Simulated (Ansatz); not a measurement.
Ansatz (a program for electronic structure) was given this input:
Ansatz 0.2 input:
```yaml
crystal:
  periodic: [false, false, false]
  atoms:
    - {symbol: Ge, position_ang: [-0.00000000, -0.00000000, -0.74753997]}
    - {symbol: Cl, position_ang: [0.00000000, 0.00000000, 1.40713406]}
basis:
  gaussian:
    orbitals: def2-SVP
hamiltonian:
  xc: b3lyp
magnetization: {spin_polarized: true, initial_magnetization: 1}
```

What does this run give for the <S^2>, total energy, number of basis functions?


```
Item                              Result
-------------------------  -------------
<S^2>                              0.752
total energy               -2536.8567 Eh
number of basis functions             50
```
